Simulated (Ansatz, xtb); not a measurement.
# C4H6B+: which of two isomers lies lower

Structure X: `Bc1c[c+]1C`, a singlet. Structure Y: `CBc1c[cH+]1`, a singlet. Both are isolated ions in the gas phase, relaxed with PBE0-D3(BJ)/def2-SVP; the shapes shown needn't be the lowest conformers.

X (Å):

```xyz
11

C    -1.1877   -0.4075   -0.5954
C    -1.2190   -0.1992    0.7655
C    -0.0811    0.0863    0.0994
C     1.3007    0.5446    0.0341
B    -1.8626   -0.8491   -1.8987
H    -1.7683   -2.0021   -2.2222
H    -2.4487   -0.0206   -2.5415
H    -1.8105   -0.2547    1.6817
H     1.6490    0.9242    1.0021
H     1.9348   -0.3006   -0.2845
H     1.3968    1.3186   -0.7440
```

Y (Å):

```yaml
atoms:
  - { symbol: C, position_ang: [-2.3390, -0.5002, -0.0241] }
  - { symbol: C, position_ang: [-0.6567, 0.5703, -1.8698] }
  - { symbol: C, position_ang: [0.1767, 0.2004, -2.9125] }
  - { symbol: C, position_ang: [-0.6787, 1.2175, -3.0941] }
  - { symbol: B, position_ang: [-1.1559, 0.4079, -0.4125] }
  - { symbol: H, position_ang: [-3.0979, 0.1480, 0.4563] }
  - { symbol: H, position_ang: [-2.8115, -1.0865, -0.8209] }
  - { symbol: H, position_ang: [-2.0108, -1.1679, 0.7935] }
  - { symbol: H, position_ang: [-0.5314, 1.0701, 0.3807] }
  - { symbol: H, position_ang: [0.9640, -0.4647, -3.2743] }
  - { symbol: H, position_ang: [-1.1124, 2.0044, -3.7154] }
```

Quicker runs give these differences E(Y) − E(X): GFN2-xTB +63.21 kJ/mol; HF/STO-3G +0.36 kJ/mol (at GFN2-xTB geometries); r2SCAN-D4/def2-SVP −5.97 kJ/mol (at GFN2-xTB geometries).

Problem. Estimate E(Y) − E(X) at the level CCSD(T)/def2-SVP + ΔMP2/def2-TZVPP.

Solution. Too close to call at this level: CCSD(T)/def2-SVP + ΔMP2/def2-TZVPP gives E(Y) − E(X) = −6.75 kJ/mol.

The same difference at several levels:

| level | geometry | E(Y) − E(X) (kJ/mol) | departure from the last row (kJ/mol) | job, with rough time for the two |
| --- | --- | --- | --- | --- |
| GFN2-xTB | GFN2-xTB | +63.21 | +69.96 | optimisation, 0.34 s |
| HF/STO-3G | GFN2-xTB | +0.36 | +7.11 | single point, 0.43 s |
| r2SCAN-D4/def2-SVP | GFN2-xTB | −5.97 | +0.78 | single point, 2.8 s |
| PBE0-D3(BJ)/def2-SVP | PBE0-D3(BJ)/def2-SVP | −5.32 | +1.43 | optimisation, 99 s |
| HF/def2-SVP | PBE0-D3(BJ)/def2-SVP | −1.94 | +4.81 | part of the CCSD(T) run |
| MP2/def2-SVP | PBE0-D3(BJ)/def2-SVP | −4.61 | +2.14 | part of the CCSD(T) run |
| CCSD(T)/def2-SVP | PBE0-D3(BJ)/def2-SVP | −5.01 | +1.73 | single point |
| CCSD(T)/def2-SVP + ΔMP2/def2-TZVPP | PBE0-D3(BJ)/def2-SVP | −6.75 |  | single point, 29 s |

As drawn, Y has 1 C–B, 1 C–H in place of 1 C–C, 1 B–H.

GFN2-xTB puts the two in the other order. HF/STO-3G, HF/def2-SVP find them nearly level. The largest departure from CCSD(T)/def2-SVP + ΔMP2/def2-TZVPP is that of GFN2-xTB, 69.96 kJ/mol. A small imaginary or near-zero mode remains, so no thermal terms are given. The last row adds to CCSD(T) the change of the MP2 difference between the two basis sets, here −1.73 kJ/mol.

The correlated steps freeze 5 core orbitals. Run with Ansatz 0.2.0, xtb 6.7.1; the last row on 2 threads of Intel(R) Xeon(R) Processor @ 2.70GHz on a shared host.
